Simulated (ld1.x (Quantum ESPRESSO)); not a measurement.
## iron (Fe): one change to a TM potential, before and after

- Element: Fe (Z = 26)
- Generator: ld1.x (Quantum ESPRESSO) 7.5
- Type: norm-conserving Troullier–Martins (Kleinman–Bylander form)
- Functional: PBE
- Relativity: non-relativistic
- Frozen core: [Ne] 3s2
- Valence charge: 14
- Reference configuration: 3p6 3d7 4s1 4p0
- Partial waves: 4s (bound): rc 1.80 bohr; 3p (bound): rc 1.00 bohr; 3d (bound): rc 0.95 bohr
- Local potential: all-electron potential smoothed inside 1.30 bohr (lloc = -1)
- Core correction: a·sin(br)/r model core inside 0.55 bohr

All-electron outer shells of the reference configuration (PBE, non-relativistic, ld1.x):

```tsv
shell	level (eV)	outermost node (bohr)	outermost maximum (bohr)
3s	-87.27	0.33	0.71
3p	-55.08	0.30	0.72
4s	-4.13	1.02	2.56
3d	-3.93	–	0.72
4p	-0.87	1.13	3.83
```

Change: wave 4s (bound): rc 1.80 bohr becomes 4s (bound): rc 1.54 bohr.

Cutoffs: the cutoffs (Ry, on a coarse ladder) from which the occupation-weighted sum of valence levels, in a spherical-Bessel basis at the reference potential, stays within 10 and 1 mRy of its value at 400 Ry; they do not see the model core or the augmentation charge, which bear on the density cutoff. Errors are all-electron minus pseudo energies relative to the spin-unpolarised reference configuration.

Task: How do hardness, ghosts and transferability respond?

Result: The potential gets neither clearly harder nor softer (200 Ry and 300 Ry → 200 Ry and 300 Ry); both files keep a bound ghost (s); of the 7 tests that both files solve, the error grows in 3 and shrinks in 2 by more than 15 % and 0.3 meV (median size 23.5 → 33.2 meV).

| quantity | base | changed |
| --- | --- | --- |
| cutoff, loose | 200 Ry | 200 Ry |
| cutoff, tight | 300 Ry | 300 Ry |
| loose cutoff by channel (10 mRy a level) | s 18 Ry, p 55 Ry, d 180 Ry | s 30 Ry, p 55 Ry, d 180 Ry |
| bound ghosts | s | s |
| error for 3p6 3d6 4s2 4p0, meV [ΔE 1.09 eV] | -51 | -41 |
| error for 3p6 3d6 4s1 4p0, meV [ΔE 9.69 eV] | -24 | -33 |
| error for 3p6 3d6 4s0 4p0, meV [ΔE 25.68 eV] | -1.3 | -10.0 |
| error for 3p6 3d6 4s0 4p2, meV [ΔE 9.27 eV] | -13 | -25 |
| error for 3p6 3d7 4s0 4p0, meV [ΔE 7.26 eV] | -10 | -3.3 |
| error for 3p6 3d6 4s1.5 4p0, meV [ΔE 4.52 eV] | -38 | -38 |
| error for 3p6 3d5 4s2 4p0, meV [ΔE 15.62 eV] | -261 | -295 |

 A true bound ghost makes a file unfit for plane-wave use even where its test errors are small: the radial tests pick states by their node count and pass the ghost by.
